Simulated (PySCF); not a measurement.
LiCl, SMILES [Cl][Li].

Geometry optimised at PBE0-D3(BJ)/def2-TZVPD.

Method: PySCF with M06-2X/def2-TZVPD.

Gas-phase values at a fixed geometry.

```
Item                                                                                                             Value
---------------------------------------------------------------------------------------------  -----------------------
total energy                                                                                        -467.79520 hartree
point group                                                                                                        C∞v
highest occupied level                                                                                        -8.46 eV
lowest empty level                                                                                            -1.50 eV
orbital gap                                                                                                    6.96 eV
dipole moment                                                                                                   7.07 D
quadrupole, principal values (traceless, Buckingham form, about the centre of nuclear charge)  -7.11, -7.11, 14.22 D·Å
mean static polarisability                                                                        25.7 bohr³ (3.81 Å³)
polarisability, principal values                                                                25.2, 25.2, 26.7 bohr³
```
